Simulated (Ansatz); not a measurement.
BiClH2 (SMILES [Cl][BiH2]) moved off its minimum; all values from Ansatz (a first-principles code), cores frozen in correlated methods. Elements past Kr take the def2 small-core potentials, without spin–orbit coupling.
(charge 0, multiplicity 1)
```xyz
4

Bi    -0.28530    -0.22713     0.21834
H     -1.66736     0.34234    -0.78248
H     -0.14055    -1.66274    -0.81524
Cl     1.41616     1.14960    -1.02614
```

Forces at B3LYP/def2-TZVPP (eV/Å):

```json
[
 {"atom": "Bi1", "Fx": "0.210", "Fy": "0.488", "Fz": "0.094"},
 {"atom": "H2", "Fx": "-0.027", "Fy": "0.008", "Fz": "-0.019"},
 {"atom": "H3", "Fx": "0.068", "Fy": "-0.255", "Fz": "-0.238"},
 {"atom": "Cl4", "Fx": "-0.251", "Fy": "-0.241", "Fz": "0.163"}
]
```

**Question.** Give the forces (eV/Å), the total energy and the dipole at CCSD(T)/def2-TZVPPD.

**Answer.** 
```json
[
 {"atom": "Bi1", "Fx": "0.291", "Fy": "0.556", "Fz": "0.078"},
 {"atom": "H2", "Fx": "-0.018", "Fy": "0.030", "Fz": "-0.035"},
 {"atom": "H3", "Fx": "0.091", "Fy": "-0.254", "Fz": "-0.258"},
 {"atom": "Cl4", "Fx": "-0.364", "Fy": "-0.332", "Fz": "0.215"}
]
```
Energy -674.6086 hartree, dipole 3.59 D.
